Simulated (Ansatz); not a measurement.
Steps of a relaxation of C$_{2}$H$_{8}$ClNOSi, SMILES `CN[SiH](Cl)OC` with RKS PBE0-D4/def2-TZVP.

```sh
$ ansatz run in.yaml --threads 2 --pin off --events-out ev --progress --plain --max-ram 22528MiB --backend cuda --devices 0, --max-vram 18GiB
```

```yaml
crystal:
  periodic: [false, false, false]
  atoms:
    - {symbol: C, position_ang: [1.065130, -0.162290, -2.352030]}
    - {symbol: N, position_ang: [0.250910, -0.507230, -1.212520]}
    - {symbol: Si, position_ang: [0.299820, 0.328670, 0.273460]}
    - {symbol: Cl, position_ang: [-0.192390, 2.255830, -0.062630]}
    - {symbol: O, position_ang: [-0.843070, -0.449190, 1.113730]}
    - {symbol: C, position_ang: [-1.385740, -0.102420, 2.351640]}
    - {symbol: H, position_ang: [1.194000, 0.916870, -2.377740]}
    - {symbol: H, position_ang: [2.056830, -0.624920, -2.312310]}
    - {symbol: H, position_ang: [0.571820, -0.476190, -3.272840]}
    - {symbol: H, position_ang: [0.016280, -1.487240, -1.188170]}
    - {symbol: H, position_ang: [1.571050, 0.363890, 1.000270]}
    - {symbol: H, position_ang: [-0.679410, -0.328950, 3.153720]}
    - {symbol: H, position_ang: [-1.631030, 0.961210, 2.389750]}
    - {symbol: H, position_ang: [-2.294180, -0.688030, 2.495670]}
basis:
  gaussian: {orbitals: def2-TZVP}
hamiltonian: {xc: pbe0, dispersion: d4}
relax: {f_tol: 0.005, max_steps: 150}
```

Positions (Å) and forces (eV/Å) along the path, 10 of 25 steps:

```xyz
14
step=1 energy=-26134.0818 eV
C     1.065   -0.162   -2.352    0.049   -0.126    0.089
N     0.251   -0.507   -1.213    0.253    0.080    0.209
Si    0.300    0.329    0.273   -0.370   -1.048   -0.602
Cl   -0.192    2.256   -0.063   -0.108    0.786   -0.063
O    -0.843   -0.449    1.114   -0.058   -0.177   -0.071
C    -1.386   -0.102    2.352    0.034    0.028    0.190
H     1.194    0.917   -2.378    0.051    0.158   -0.166
H     2.057   -0.625   -2.312    0.111    0.027   -0.129
H     0.572   -0.476   -3.273    0.027    0.084   -0.127
H     0.016   -1.487   -1.188   -0.127    0.037    0.192
H     1.571    0.364    1.000    0.303    0.055    0.156
H    -0.679   -0.329    3.154   -0.030   -0.011    0.164
H    -1.631    0.961    2.390   -0.103    0.075    0.065
H    -2.294   -0.688    2.496   -0.033    0.033    0.090
14
step=2 energy=-26134.1381 eV
C     1.088   -0.169   -2.368   -0.029   -0.030    0.033
N     0.267   -0.523   -1.227    0.245    0.169    0.118
Si    0.264    0.311    0.257   -0.090   -0.293   -0.309
Cl   -0.194    2.293   -0.055   -0.043    0.015   -0.021
O    -0.871   -0.460    1.124   -0.064   -0.029   -0.047
C    -1.390   -0.103    2.378   -0.014    0.056    0.129
H     1.221    0.913   -2.401    0.002    0.050   -0.017
H     2.085   -0.627   -2.350    0.003   -0.003    0.010
H     0.597   -0.463   -3.298   -0.010    0.018   -0.031
H     0.009   -1.498   -1.203   -0.091    0.041    0.079
H     1.544    0.373    0.993    0.081    0.000    0.045
H    -0.680   -0.328    3.180    0.018   -0.003    0.009
H    -1.641    0.961    2.421   -0.010    0.015   -0.005
H    -2.300   -0.680    2.547    0.002   -0.006    0.005
14
step=4 energy=-26134.1564 eV
C     1.108   -0.166   -2.371    0.058   -0.053    0.147
N     0.344   -0.548   -1.202    0.072    0.273   -0.008
Si    0.231    0.288    0.265    0.102   -0.068   -0.255
Cl   -0.241    2.267   -0.082   -0.011   -0.007   -0.007
O    -0.939   -0.476    1.091   -0.068   -0.016   -0.013
C    -1.376   -0.094    2.374   -0.085    0.004    0.061
H     1.268    0.913   -2.378   -0.016    0.026    0.026
H     2.091   -0.649   -2.400    0.045    0.006   -0.062
H     0.578   -0.417   -3.293   -0.058   -0.009    0.004
H    -0.018   -1.483   -1.223   -0.099   -0.168    0.011
H     1.470    0.370    1.071    0.018    0.016    0.031
H    -0.618   -0.312    3.131    0.036    0.017    0.040
H    -1.622    0.972    2.409    0.012   -0.002    0.019
H    -2.276   -0.663    2.609   -0.006   -0.018    0.007
14
step=7 energy=-26134.1661 eV
C     1.141   -0.189   -2.356    0.046    0.019   -0.015
N     0.367   -0.552   -1.191   -0.025    0.006    0.052
Si    0.205    0.320    0.244   -0.015   -0.046   -0.001
Cl   -0.268    2.289   -0.158   -0.006    0.028   -0.004
O    -0.994   -0.426    1.059    0.051    0.025   -0.023
C    -1.371   -0.108    2.381   -0.017    0.002    0.027
H     1.432    0.865   -2.298   -0.026   -0.083    0.010
H     2.059   -0.783   -2.451   -0.047    0.036   -0.018
H     0.557   -0.307   -3.276    0.025    0.008    0.040
H    -0.105   -1.441   -1.240    0.020    0.017   -0.027
H     1.421    0.431    1.087   -0.029   -0.014   -0.009
H    -0.535   -0.247    3.077   -0.044    0.018   -0.017
H    -1.726    0.927    2.454    0.017   -0.054   -0.002
H    -2.184   -0.778    2.671    0.052    0.038   -0.012
14
step=8 energy=-26134.1673 eV
C     1.144   -0.191   -2.354    0.045    0.038   -0.032
N     0.372   -0.556   -1.188   -0.030   -0.040    0.020
Si    0.204    0.319    0.243   -0.014   -0.034    0.002
Cl   -0.269    2.289   -0.165    0.003   -0.004    0.012
O    -0.992   -0.428    1.059    0.021    0.029    0.006
C    -1.370   -0.107    2.380   -0.029    0.004    0.031
H     1.461    0.854   -2.276   -0.020   -0.083   -0.005
H     2.046   -0.805   -2.471   -0.059    0.039   -0.001
H     0.549   -0.275   -3.271    0.030    0.008    0.050
H    -0.115   -1.436   -1.246    0.027    0.033   -0.017
H     1.417    0.426    1.090   -0.010    0.012   -0.007
H    -0.527   -0.209    3.074   -0.048    0.017   -0.037
H    -1.760    0.916    2.441    0.025   -0.062    0.000
H    -2.159   -0.800    2.684    0.058    0.044   -0.023
14
step=16 energy=-26134.1865 eV
C     1.196   -0.216   -2.319    0.037    0.052   -0.036
N     0.387   -0.599   -1.184   -0.077   -0.133   -0.013
Si    0.199    0.294    0.233   -0.038    0.012    0.047
Cl   -0.556    2.199   -0.099   -0.001   -0.033    0.017
O    -0.854   -0.556    1.143    0.066    0.128    0.038
C    -1.354   -0.098    2.384   -0.007   -0.033   -0.049
H     1.852    0.616   -2.044   -0.040   -0.078   -0.016
H     1.837   -1.040   -2.654   -0.047    0.052    0.014
H     0.590    0.122   -3.169    0.051   -0.017    0.051
H    -0.300   -1.316   -1.368    0.087    0.085    0.000
H     1.481    0.557    0.929   -0.035   -0.015   -0.043
H    -0.543    0.079    3.100   -0.010    0.001   -0.012
H    -1.925    0.827    2.262    0.013   -0.021    0.009
H    -2.011   -0.870    2.788    0.002    0.002   -0.006
14
step=17 energy=-26134.1970 eV
C     1.215   -0.234   -2.293    0.017    0.000   -0.030
N     0.362   -0.620   -1.190    0.029    0.033   -0.033
Si    0.196    0.317    0.205   -0.017   -0.096    0.040
Cl   -0.693    2.163   -0.114   -0.022    0.023    0.010
O    -0.741   -0.543    1.215   -0.085   -0.049    0.042
C    -1.346   -0.105    2.411    0.091    0.046   -0.037
H     1.950    0.497   -1.949    0.038    0.010   -0.002
H     1.770   -1.090   -2.687   -0.001   -0.014   -0.004
H     0.660    0.229   -3.117    0.002    0.012   -0.003
H    -0.368   -1.267   -1.438   -0.042    0.005    0.069
H     1.527    0.649    0.758   -0.001    0.031   -0.016
H    -0.591    0.070    3.186   -0.032    0.006    0.003
H    -1.913    0.818    2.255    0.000   -0.008    0.003
H    -2.027   -0.885    2.758    0.023    0.000   -0.042
14
step=18 energy=-26134.2008 eV
C     1.224   -0.240   -2.292    0.047    0.018   -0.051
N     0.356   -0.614   -1.194    0.040    0.025   -0.018
Si    0.190    0.316    0.205   -0.031    0.022    0.025
Cl   -0.737    2.150   -0.093   -0.018    0.003   -0.007
O    -0.730   -0.554    1.222    0.019   -0.024   -0.002
C    -1.339   -0.105    2.412    0.004    0.010   -0.023
H     1.995    0.451   -1.935   -0.064   -0.069   -0.015
H     1.740   -1.114   -2.704   -0.038    0.051    0.017
H     0.687    0.265   -3.105    0.040   -0.031    0.045
H    -0.387   -1.249   -1.445    0.016    0.034    0.039
H     1.520    0.689    0.737   -0.018   -0.038   -0.019
H    -0.592    0.082    3.190    0.001    0.004   -0.003
H    -1.913    0.811    2.244    0.006   -0.001    0.003
H    -2.015   -0.887    2.758   -0.005   -0.005    0.008
14
step=24 energy=-26134.2043 eV
C     1.248   -0.258   -2.284    0.002    0.000   -0.006
N     0.334   -0.581   -1.209    0.002   -0.001    0.001
Si    0.166    0.340    0.195    0.000    0.001   -0.003
Cl   -0.828    2.144   -0.069    0.001   -0.001    0.000
O    -0.708   -0.559    1.229   -0.002    0.002    0.002
C    -1.326   -0.113    2.415   -0.002    0.002    0.004
H     2.086    0.322   -1.890   -0.003   -0.001    0.000
H     1.665   -1.166   -2.728   -0.001    0.002    0.001
H     0.783    0.335   -3.079    0.002   -0.001    0.002
H    -0.434   -1.176   -1.477    0.000    0.001    0.001
H     1.502    0.733    0.693   -0.001   -0.001    0.001
H    -0.582    0.146    3.175   -0.007   -0.002   -0.005
H    -1.960    0.759    2.231    0.005   -0.008    0.002
H    -1.945   -0.926    2.798    0.004    0.006   -0.001
14
step=25 energy=-26134.2043 eV
C     1.248   -0.258   -2.284    0.002    0.001   -0.002
N     0.334   -0.582   -1.209    0.000   -0.002   -0.001
Si    0.166    0.340    0.195   -0.001    0.001    0.000
Cl   -0.828    2.144   -0.069    0.001    0.001   -0.001
O    -0.708   -0.559    1.229   -0.002    0.000    0.002
C    -1.327   -0.113    2.415    0.000    0.000    0.001
H     2.086    0.321   -1.890   -0.001    0.000    0.000
H     1.664   -1.166   -2.729    0.000    0.000    0.001
H     0.783    0.336   -3.079    0.000    0.000    0.000
H    -0.434   -1.176   -1.477    0.000    0.000    0.001
H     1.502    0.732    0.694    0.000    0.001    0.000
H    -0.582    0.148    3.174   -0.001    0.000   -0.001
H    -1.962    0.758    2.230    0.001   -0.002    0.000
H    -1.943   -0.927    2.799    0.001    0.001    0.000
```

Run time 49 s (2 threads of an AMD EPYC 7R13 on a shared host and a share of an NVIDIA H100 80 GB); peak host memory 0.94 GiB.
